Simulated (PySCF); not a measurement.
## Heteronuclear NMR

Atoms are numbered as in `[CH3:1][O:2][Si@H:3]1[SiH2:4][Si@@H:5]([O:6][SiH3:7])[SiH2:8]1`; H(Xn) means a hydrogen on atom n. Ha(Si4), Ha(Si8) are cis to O2 on the ring; Hb(Si4), Hb(Si8) are trans to O2 on the ring.

Computed data (PySCF 2.14): geometry from GFN2-xTB, shielding tensors at PBE0/pcSseg-1 (GIAO). Non-relativistic Hamiltonian, gas phase, a single conformation, rapidly exchanging positions averaged.

**Question.** What are the ²⁹Si shifts?

**Answer.** 
| atoms | environment | σ (ppm) | δ (ppm) |
| --- | --- | --- | --- |
| Si3 | silicon bonded to O, 2 Si, H, in a 4-membered ring | 327.8 | 10.5 |
| Si5 | silicon bonded to O, 2 Si, H, in a 4-membered ring | 335.7 | 4.0 |
| Si7 | silicon bonded to O, 3 H | 393.6 | -43.5 |
| Si4/Si8 | silicon bonded to 2 Si, 2 H, in a 4-membered ring | 441.4 | -82.8 |

Shieldings were converted by a linear fit to measured shifts: ²⁹Si: δ = 279.94 − 0.822σ (rms 8.9 ppm, 72 shifts, 25.8 ppm with the 6 outliers that the fit left out vs TMS, solution or neat liquid). Occasional misses reach two or three times the rms, and more in compound classes unlike the fitted ones.

On a 400 MHz spectrometer ²⁹Si resonates near 79.5 MHz, so 1 ppm is 79.5 Hz.

**Question.** Predict the ¹⁷O NMR data.

**Answer.** 
| atoms | environment | σ (ppm) | δ (ppm) |
| --- | --- | --- | --- |
| O2 | oxygen bonded to C, Si | 339.6 | -42.6 |
| O6 | oxygen bonded to 2 Si | 344.1 | -46.8 |

Shieldings were converted by a linear fit to measured shifts: ¹⁷O (scatter 10.7 ppm rms, 12.2 ppm with the 3 outliers that the fit left out vs liquid water, solution or neat liquid). A few per cent of atoms miss by over 2 rms, more outside the fitted compound classes.

On a 300 MHz spectrometer ¹⁷O resonates near 40.7 MHz, so 1 ppm is 40.7 Hz.
